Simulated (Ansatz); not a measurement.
One change: `CC[O][SbH][SiH3]` becomes `CBOCC`.

Ansatz, PBE0-D4/def2-TZVP geometries, multiplicity 1. Each molecule was computed in one conformer, which needn't be the lowest.

Elements past krypton have def2 core potentials.  Spin–orbit coupling is left out; it splits and shifts lone-pair levels of the heavy atoms by tenths of an eV.

```tsv
property	`CC[O][SbH][SiH3]`
HOMO–LUMO gap (B3LYP/def2-TZVPP) / eV	5.20
HOMO energy (PBE/def2-TZVPP) / eV	-5.65
HOMO energy (PBE0/def2-TZVPP) / eV	-6.82
HOMO–LUMO gap (PBE/def2-TZVPP) / eV	3.63
size of the dipole moment (B3LYP/def2-TZVPP) / D	1.06
HOMO energy (ωB97M-V/def2-TZVPP) / eV	-8.88
```

Task: What does the change do to each property? (Best estimate.)

Result: The calculation gave: 
```tsv
property	`CBOCC`	shift
HOMO–LUMO gap (B3LYP/def2-TZVPP) / eV	8.12	2.92
HOMO energy (PBE/def2-TZVPP) / eV	-6.85	-1.20
HOMO energy (PBE0/def2-TZVPP) / eV	-8.31	-1.49
HOMO–LUMO gap (PBE/def2-TZVPP) / eV	6.11	2.48
size of the dipole moment (B3LYP/def2-TZVPP) / D	1.15	0.09
HOMO energy (ωB97M-V/def2-TZVPP) / eV	-10.67	-1.79
```

With PBE0 the HOMO falls by 1.49 eV and the LUMO rises by 1.49 eV, so the gap widens by about 2.98 eV. PBE moves the HOMO by -1.20 eV and ωB97M-V by -1.79 eV. Dipoles are sizes alone; their direction can turn.

B3LYP here is the variant with VWN-RPA as its local correlation; programs differ in this.
